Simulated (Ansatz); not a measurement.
A nudged elastic band was laid between two geometries of a periodic cell of 19 atoms, TiC₁₈ (surface graphene monolayer, adsorbate Ti).

Level of theory: DFT PBE, scalar-relativistic, plane waves, PAW in Ansatz. Settings: cutoff 420 eV, k mesh 2x2x1, fermi-dirac smearing 0.05 eV, spin collinear.

```yaml
movable_images: 3
climbing_image: yes
spring: 5.0 eV/Å²
optimiser: quadratic models (default)
start_path: IDPP
force_threshold: 0.03 eV/Å
iteration_limit: 80
end_points: relaxed
```

Initial state:

```xyz
19
Lattice="7.3980 0.0000 0.0000 -3.6990 6.4069 0.0000 0.0000 0.0000 11.0000" Properties=species:S:1:pos:R:3
C -0.008 0.004 0.992
C 1.232 0.720 0.993
C -1.237 2.134 1.015
C 0.002 2.850 1.015
C -2.467 4.264 0.993
C -1.227 4.980 0.993
C 2.472 0.004 0.993
C 3.708 0.718 1.017
C 1.232 2.148 1.017
C 2.462 2.850 1.015
C 0.009 4.266 1.017
C 1.232 4.980 1.015
C 4.931 0.004 1.015
C 6.154 0.718 1.017
C 3.701 2.134 1.015
C 4.931 2.836 1.017
C 2.455 4.266 1.017
C 3.691 4.980 0.993
Ti -2.468 5.696 2.825
```

Final state:

Only the atoms that move by more than 0.05 Å are listed.
```
Ti19 -1.235 7.831 2.825
```

(1) What changes between the two ends?

(2) What energy profile does the band end with?

(3) What is the geometry of the highest image?

The band took 23 iterations and roughly 19 core-minutes.

Answers

(1) The atom that moves furthest is Ti19, by 2.47 Å; four of its nearest neighbours are C1 2.32, C18 2.32, C2 2.33, C5 2.33 Å at the first end and C9 2.32, C2 2.32, C10 2.33, C7 2.33 Å at the last.

(2) The run converged. The highest image is number 2 of 0 to 4, 0.57 eV above the ends, which have the same energy within 2 meV. By the program's own check the climbing image is of a kind that is not told: the force calls were inconclusive, a negative curvature could not be distinguished from the path's own, the only one lies far off the path, or fixed occupations may fill a level only in part (lowest curvatures found: 0.14 and 0.45 eV/Å²). Limits of this set-up: coarse k mesh, slab without dipole correction, a typed lattice constant that wasn't relaxed here.

| image | path coordinate (Å) | energy (eV) | C1–Ti19 (Å) | C5–Ti19 (Å) | C6–Ti19 (Å) |
| --- | --- | --- | --- | --- | --- |
| 0 | 0.00 | 0.00 | 2.32 | 2.33 | 2.33 |
| 1 | 0.73 | 0.45 | 2.33 | 2.86 | 2.66 |
| 2 | 1.47 | 0.57 | 2.52 | 3.52 | 3.18 |
| 3 | 2.15 | 0.41 | 2.93 | 3.81 | 3.22 |
| 4 | 2.82 | 0.00 | 3.38 | 4.18 | 3.38 |

(3) 
```xyz
19
Lattice="7.3980 0.0000 0.0000 -3.6990 6.4069 0.0000 0.0000 0.0000 11.0000" Properties=species:S:1:pos:R:3
C 0.026 -0.023 0.981
C 1.261 0.690 0.843
C -1.208 2.117 0.999
C 0.023 2.830 1.010
C -2.438 4.247 0.999
C -1.205 4.956 1.011
C 2.497 -0.023 0.974
C 3.732 0.694 1.013
C 1.261 2.118 0.971
C 2.500 2.830 1.012
C 0.028 4.251 1.028
C 1.262 4.963 1.028
C 4.961 -0.021 1.031
C 6.189 0.695 1.015
C 3.731 2.117 1.001
C 4.961 2.827 1.004
C 2.495 4.251 1.031
C 3.728 4.956 1.014
Ti -2.379 7.143 3.006
```

Run time: 11 min on 2 threads of Intel(R) Xeon(R) Platinum 8488C (Sapphire Rapids), on a shared host, peak memory 1.8 GiB.
